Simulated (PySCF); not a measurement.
# Correlation energy of Cl³⁺ (chlorine, charge +3)

Starting occupation: [Ne] 3s1 3p2 4s1, 3s1/2 with m_j = +1/2, 3p3/2 with m_j = +1/2, +3/2, 4s1/2 with m_j = +1/2. Calculation: PySCF 2.14, in x2c-SVPall-2c with one added diffuse shell each of s, p type (5s5p1d, 25 functions); X2C-1e with screened-nucleus spin-orbit coupling, Gaussian nucleus. Frozen: [Ne]; 4 electrons correlated.

MP2 pair energies summed by pair of shells (mhartree):

| pair | energy | share (%) |
| --- | --- | --- |
| 3p-4s | -6.96 | 37.1 |
| 3p-3p | -6.21 | 33.1 |
| 3p-3s | -4.04 | 21.6 |
| 3s-4s | -1.54 | 8.2 |

Total MP2 correlation energy: -18.75 mhartree.

The GHF reference relaxed away from the jj start to a determinant that is no pure jj level (⟨S²⟩ = 6.00, ⟨J²⟩ = 12.02); the energies belong to that determinant.
